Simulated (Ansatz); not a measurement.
`[SiH3][S][GeH3]` + CH₃SH → `C[S][GeH3]` + `[SiH3]S` at 500 K and 1 bar (ligand exchange at a Ge–S bond).

Isolated molecules relaxed with PBE0-D4/def2-TZVP in Ansatz; ΔE leaves out vibrations. CCSD(T)/CBS is the MP2 limit (def2-TZVPP, def2-QZVPP) plus CCSD(T) − MP2 in def2-TZVPP, frozen cores. This one scheme is used for every species. For Ge outer-core shells are correlated without core-valence functions, which leaves a few kJ/mol of doubt a bond. Scalar relativity is left out up to krypton.

```
          species  CCSD(T)/CBS energy (Eh)  H − E (kJ/mol)  S (J/(mol·K))
`[SiH3][S][GeH3]`              -2766.60510           175.9          412.2
            CH₃SH               -438.22835           145.1          283.7
     `C[S][GeH3]`              -2515.55711           202.3          377.6
        `[SiH3]S`               -689.27336           117.6          310.5
```

H − E and S are ideal-gas, rigid-rotor, harmonic terms from PBE0-D4/def2-TZVP. 1 Eh = 2625.50 kJ/mol, R = 8.31446 J/(mol·K).

Question: By hand: ΔE, ΔH, ΔS and ΔG.

Answer: ΔE = (-2515.55711) + (-689.27336) − (-2766.60510) − (-438.22835) = 0.00298 Eh = 7.8 kJ/mol. Δ(H − E) = 202.3 + 117.6 − 175.9 − 145.1 = -1.1, so ΔH = 6.7 kJ/mol. ΔS = 377.6 + 310.5 − 412.2 − 283.7 = -7.8 J/(mol·K). ΔG = 6.7 − 500 × (-7.8)/1000 = 10.6 kJ/mol.

Question: By hand: the equilibrium constant, and the temperature at which ΔG would vanish if ΔH and ΔS stayed fixed.

Answer: log₁₀ K = −ΔG/(RT ln 10) = -1.1. ΔH and −TΔS have one sign here, so there is no such temperature.

TΔS isn't small against ΔH here. A doubt of 5 kJ/mol in ΔE shifts log₁₀ K by 0.5 here. Modes under 60 cm⁻¹, often nearly free rotors, make the harmonic entropy too high. These are equilibria of isolated gas molecules and say nothing of rates. Largest T1 diagnostic: 0.011 (customary marks: 0.02 for closed shells, 0.045 for open ones).
